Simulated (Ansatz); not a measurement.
One change: `CC([SiH3])[TeH]` becomes `CC([SiH3])[SiH2]F`.

Ansatz, PBE0-D4/def2-TZVP geometries, multiplicity 1. Each molecule was computed in one conformer, which needn't be the lowest.

Elements past krypton have def2 core potentials.

```
                                      property  `CC([SiH3])[TeH]`
         HOMO energy (ωB97M-V/def2-TZVPP) / eV              -8.26
size of the dipole moment (PBE/def2-TZVPP) / D               1.08
            HOMO energy (PBE0/def2-TZVPP) / eV              -6.15
       HOMO–LUMO gap (ωB97M-V/def2-TZVPP) / eV               9.18
           HOMO–LUMO gap (PBE/def2-TZVPP) / eV               3.42
             HOMO energy (PBE/def2-TZVPP) / eV              -5.13
```

**Question.** What does the change do to each property? (An estimate is asked.)

**Answer.** Computed: 
| property | `CC([SiH3])[SiH2]F` | shift |
| --- | --- | --- |
| HOMO energy (ωB97M-V/def2-TZVPP) / eV | -10.69 | -2.43 |
| size of the dipole moment (PBE/def2-TZVPP) / D | 1.16 | 0.08 |
| HOMO energy (PBE0/def2-TZVPP) / eV | -8.49 | -2.34 |
| HOMO–LUMO gap (ωB97M-V/def2-TZVPP) / eV | 12.38 | 3.20 |
| HOMO–LUMO gap (PBE/def2-TZVPP) / eV | 6.31 | 2.89 |
| HOMO energy (PBE/def2-TZVPP) / eV | -7.21 | -2.08 |

With PBE0 the HOMO falls by 2.34 eV and the LUMO rises by 0.85 eV, so the gap widens by about 3.19 eV. PBE moves the HOMO by -2.08 eV and ωB97M-V by -2.43 eV. Dipoles are sizes alone; their direction can turn.

Spin–orbit coupling is left out; it splits and shifts lone-pair levels of the heavy atoms by tenths of an eV.
